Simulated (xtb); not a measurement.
As₂, charge -1, doublet, from a rough starting geometry (a state made from the parent by changing its charge; the spin is typed, not shown lowest); GFN2-xTB (xtb).

The xtb input:
```
$ xtb mol.xyz --gfn 2 --chrg -1 --uhf 1 --opt vtight --json

# file mol.xyz
2

As     1.04761003     0.03290038     0.00556794
As    -1.03929790     0.01258461    -0.03151367
```

What the program printed (banner, timings and long lists left out):

```
   ID    Z sym.   atoms
    1   33 As     1, 2

           -------------------------------------------------
          |                Calculation Setup                |
           -------------------------------------------------

           -------------------------------------------------
          |                 G F N 2 - x T B                 |
           -------------------------------------------------

          ...................................................
          :                      SETUP                      :
          :.................................................:
          :  # basis functions                  20          :
          :  # atomic orbitals                  18          :
          :  # shells                            6          :
          :  # electrons                        11          :
          :  max. iterations                   250          :
          :  Hamiltonian                  GFN2-xTB          :
          :  restarted?                      false          :
          :  GBSA solvation                  false          :
          :  PC potential                    false          :
          :  electronic temp.          300.0000000     K    :
          :  accuracy                    1.0000000          :
          :  -> integral cutoff          0.2500000E+02      :
          :  -> integral neglect         0.1000000E-07      :
          :  -> SCF convergence          0.1000000E-05 Eh   :
          :  -> wf. convergence          0.1000000E-03 e    :
          :  Broyden damping             0.4000000          :
          :  net charge                         -1          :
          :  unpaired electrons                  1          :
          ...................................................

 iter      E             dE          RMSdq      gap      omega  full diag
   1     -4.8538739 -0.485387E+01  0.288E+01    0.00       0.0  T
   2     -4.8544008 -0.526830E-03  0.154E+01    0.00       1.0  T
   3     -4.8547003 -0.299497E-03  0.890E-01    0.00       1.0  T
   4     -4.8547064 -0.612845E-05  0.364E-01    0.00       1.0  T
   5     -4.8547079 -0.153340E-05  0.380E-02    0.00       1.9  T
   6     -4.8547079 -0.134189E-09  0.252E-02    0.00       2.8  T
   7     -4.8547079 -0.277605E-09  0.550E-04    0.00     128.6  T
   8     -4.8547079 -0.114575E-12  0.383E-06    0.00   18484.0  T

   *** convergence criteria satisfied after 8 iterations ***

[...]
         :: total energy              -4.832896019561 Eh    ::
 * total energy  :    -4.8328960 Eh     change       -0.1776357E-14 Eh
 * total energy  :    -4.8322527 Eh     change        0.6433337E-03 Eh
 * total energy  :    -4.8352035 Eh     change       -0.2950837E-02 Eh
 * total energy  :    -4.8353620 Eh     change       -0.1584460E-03 Eh
 * total energy  :    -4.8353802 Eh     change       -0.1825913E-04 Eh
 * total energy  :    -4.8353803 Eh     change       -0.5709563E-07 Eh
   *** GEOMETRY OPTIMIZATION CONVERGED AFTER 6 ITERATIONS ***
         :: total energy              -4.835380285289 Eh    ::
[...]
     1  33 As       0.980    -0.500   266.061    30.952
     2  33 As       0.980    -0.500   266.061    30.952

 Mol. C6AA /au·bohr⁶  :       1064.244595
 Mol. C8AA /au·bohr⁸  :      81970.802216
 Mol. α(0) /au        :         61.904695

Wiberg/Mayer (AO) data.
largest (>0.10) Wiberg bond orders for each atom

 ---------------------------------------------------------------------------
     #   Z sym  total        # sym  WBO       # sym  WBO       # sym  WBO
 ---------------------------------------------------------------------------
     1  33 As   2.592 --     2 As   2.592
     2  33 As   2.592 --     1 As   2.592
 ---------------------------------------------------------------------------

Topologies differ in total number of bonds
Writing topology from bond orders to xtbtopo.mol

molecular dipole:
                 x           y           z       tot (Debye)
 q only:       -0.008      -0.043       0.025
   full:       -0.008      -0.043       0.025       0.127
molecular quadrupole (traceless):
                xx          xy          yy          xz          yz          zz
 q only:       -4.145      -0.061       2.072      -0.110       0.001       2.073
  q+dip:       -4.318      -0.064       2.159      -0.115       0.000       2.159
   full:       -8.025      -0.118       4.013      -0.214      -0.001       4.012

           -------------------------------------------------
          |                Geometry Summary                 |
           -------------------------------------------------

      molecular mass/u    :      149.8431891
   center of mass at/Å    :        0.0041561       0.0227425      -0.0129729
  moments of inertia/u·Å² :        0.2682524E-13   0.1740945E+03   0.1740945E+03
rotational constants/cm⁻¹ :        0.6284242E+15   0.9683035E-01   0.9683035E-01

 * 1 selected distances

     #   Z          #   Z                                           value/Å
     0   0          0   0                                         0.0000000 (max)

 * 0 distinct bonds (by element types)

   Z      Z             #   av. dist./Å        max./Å        min./Å

optimized geometry written to: xtbopt.xyz

           -------------------------------------------------
          | TOTAL ENERGY               -4.835380285289 Eh   |
          | GRADIENT NORM               0.000128788072 Eh/α |
          | HOMO-LUMO GAP               0.000000000000 eV   |
           -------------------------------------------------

normal termination of xtb
```
